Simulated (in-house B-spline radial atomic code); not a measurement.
Values are calculated unless marked as measured or tabulated.
## Ar VII (Ar6+) at several levels of theory

Ground configuration [Ne] 3s2. All numbers come from a B-spline radial code for spherical atoms, all electrons, at the radial basis limit. Mean-field, RPA, GW and linear-response runs are scalar-relativistic (one-electron X2C), no spin-orbit coupling, without Breit or QED terms, open shells spin-polarised at highest spin; the many-body runs on Dirac-Hartree-Fock orbitals are four-component, and their energies hold both.

**Ionisation energy.** The reference is 124.41 ± 0.06 eV (NIST, semi-empirical).

```
                                              method  value (eV)  minus reference (eV)
                    minus the highest LDA VWN5 level      116.17                 -8.24
              LDA VWN5, difference of total energies      124.39                 -0.02
                         minus the highest PBE level      116.04                 -8.37
                   PBE, difference of total energies      124.31                 -0.10
                                         G0W0 on PBE      125.00                 +0.59
                         exact exchange + RPA on PBE      125.00                 +0.59
                 exact exchange + RPA + SOSEX on PBE      124.27                 -0.14
                      minus the highest r2SCAN level      116.30                 -8.11
                r2SCAN, difference of total energies      123.24                 -1.17
                        minus the highest PBE0 level      117.92                 -6.49
                  PBE0, difference of total energies      124.05                 -0.36
                                        G0W0 on PBE0      124.87                 +0.46
             minus the highest B3LYP (VWN-RPA) level      117.75                 -6.66
       B3LYP (VWN-RPA), difference of total energies      124.41                 0.00
                   minus the highest CAM-B3LYP level      119.66                 -4.75
                     minus the highest LC-wPBE level      121.27                 -3.14
                minus the highest Hartree-Fock level      122.46                 -1.95
          Hartree-Fock, difference of total energies      122.28                 -2.13
                                G0W0 on Hartree-Fock      124.54                 +0.13
                   MP2, difference of total energies      124.05                 -0.36
               CI + MBPT for the two outer electrons      124.31                 -0.10
Dirac-Fock + self-energy with TDHF screening (3s1/2)      123.85                 -0.56
```

Task: Which methods come closest, and which lies farthest off?

Result: Closest: B3LYP (VWN-RPA), difference of total energies (0.00 eV) and LDA VWN5, difference of total energies (-0.02 eV). Farthest: minus the highest PBE level (-8.37 eV). The PBE level misses by -8.4 eV while the PBE energy difference misses by -0.10 eV: the semilocal potential lacks the −1/r tail and the energy is convex in the electron number, but total energies at whole numbers are far better.

**Static dipole polarisability and C6** of two like species, by linear response (no reference value is at hand):

| method | α (bohr³) | C6 (hartree·bohr⁶) |
| --- | --- | --- |
| LDA VWN5 | 1.958 | 2.435 |
| PBE | 2.007 | 2.534 |
| PBE0 | 2.047 | 2.612 |
| B3LYP (VWN-RPA) | 1.998 | 2.519 |
| CAM-B3LYP | 1.994 | 2.512 |
| LC-wPBE | 2.026 | 2.568 |
| TDHF | 2.133 | 2.793 |
| relativistic RPA (four-component TDHF) | 2.132 | 2.792 |

Task: What mean excitation energy do α and C6 imply in London's formula C6 = (3/4) α² ω?

Result: LDA VWN5: ω = 0.847 hartree; relativistic RPA (four-component TDHF): ω = 0.819 hartree. A method that puts the excitations lower gives a larger α and a smaller ω.

Run times on one thread of shared hosts: mean field, RPA, SOSEX and G0W0 on PBE, for the atom and its ion, 1.7 s (Intel Xeon 6975P-C); TDDFT with PBE, 0.2 s (Intel Xeon 6975P-C (Granite Rapids)); CI + MBPT, 58 s (Intel Xeon Platinum 8375C CPU @ 2.90GHz); removal energies by the self-energy, 5.2 s (Arm Neoverse N1).
